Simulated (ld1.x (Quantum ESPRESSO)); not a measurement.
What one change does to a pseudopotential (Sb, RRKJ)

```json
{
  "Element": "antimony (Sb)",
  "Generator": "ld1.x (Quantum ESPRESSO) 7.5",
  "Type": "norm-conserving RRKJ (Kleinman–Bylander form)",
  "Functional": "PW91",
  "Relativity": "scalar-relativistic",
  "Frozen core": "[Kr] 4d10",
  "Valence charge": "5",
  "Reference configuration": "5s1 5p4",
  "Partial waves": "5s (bound): rc 2.05 bohr; 5d channel at 0.3 Ry: rc 2.00 bohr; 5p (bound): rc 2.05 bohr",
  "Local potential": "the p channel",
  "Core correction": "Bessel-smoothed model core, default radius (core density twice the valence density)",
  "rho0": "0.001"
}
```

All-electron outer shells of the reference configuration (PW91, scalar-relativistic, ld1.x):

```csv
shell,level (eV),outermost node (bohr),outermost maximum (bohr)
4p,-103.27,0.39,0.76
4d,-34.94,0.38,0.84
5s,-13.70,0.95,1.88
5p,-5.45,1.04,2.29
```

Change: core correction Bessel-smoothed model core inside 2.38 bohr.

Cutoffs: the cutoffs (Ry, on a coarse ladder) from which the occupation-weighted sum of valence levels, in a spherical-Bessel basis at the reference potential, stays within 10 and 1 mRy of its value at 400 Ry; they do not see the model core or the augmentation charge, which bear on the density cutoff. Errors are all-electron minus pseudo energies relative to the spin-unpolarised reference configuration.

Q: How do hardness, ghosts and transferability respond?

A: The potential gets neither clearly harder nor softer (25 Ry and 40 Ry → 25 Ry and 40 Ry); both files keep a bound ghost (d); of the 7 tests that both files solve, the error grows in 0 and shrinks in 4 by more than 15 % and 0.3 meV (median size 8.8 → 3.9 meV). The default core radius of the base comes out at 1.64 bohr. A wider model core is smoother and lowers the density cutoff, which this test does not measure.

| quantity | base | changed |
| --- | --- | --- |
| cutoff, loose | 25 Ry | 25 Ry |
| cutoff, tight | 40 Ry | 40 Ry |
| bound ghosts | d | d |
| error for 5s2 5p3, meV [ΔE -8.14 eV] | -7.0 | -2.8 |
| error for 5s2 5p2, meV [ΔE 0.24 eV] | -5.4 | -1.2 |
| error for 5s2 5p1, meV [ΔE 16.28 eV] | -17 | -15 |
| error for 5s2 5p0, meV [ΔE 40.79 eV] | -82 | -80 |
| error for 5s0 5p5, meV [ΔE 8.35 eV] | -8.8 | -3.9 |
| error for 5s1 5p0, meV [ΔE 85.20 eV] | -337 | -299 |
| error for 5s2 5p3.3, meV [ΔE -9.31 eV] | -7.3 | -3.4 |
| s: phases at 2.25 bohr within 0.05 rad from the reference energy up to (Ry; the scan ends near 5) | 1.2 | 1.2 |
| p: phases at 2.25 bohr within 0.05 rad from the reference energy up to (Ry; the scan ends near 5) | 4.0 | 4.0 |
| d: phases at 2.25 bohr within 0.05 rad from the reference energy up to (Ry; the scan ends near 5) | 1.2 | 1.2 |

 A true bound ghost makes a file unfit for plane-wave use even where its test errors are small: the radial tests pick states by their node count and pass the ghost by.
